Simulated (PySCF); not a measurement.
Stationary points of [BrCl2]+

Computed with PySCF, PBE0, basis Br def2-TZVP, Cl def2-TZVP (no relativity, density fitting).

Relaxations began from a few typed shapes. The search is not exhaustive: other isomers or separated fragments can lie lower, and high-lying points may rest on an excited occupation.

Which is the lowest minimum found?
A. singlet C2v: Br–Cl 2.101 Å (×2); Cl–Br–Cl 105.9°
B. singlet D∞h: Br–Cl 2.206 Å (×2); Cl–Br–Cl 180.0°

A. The others lie at 205.3 (singlet D∞h, a saddle point) kJ/mol above it.

Counting electrons, bromine keeps 4 of its valence electrons outside its bonds, so the VSEPR class is AX2E2 and the expected shape is bent (C2v), as computed.

The electron or spin density has lower symmetry than the nuclear frame for the singlet D∞h at 205.3 kJ/mol.
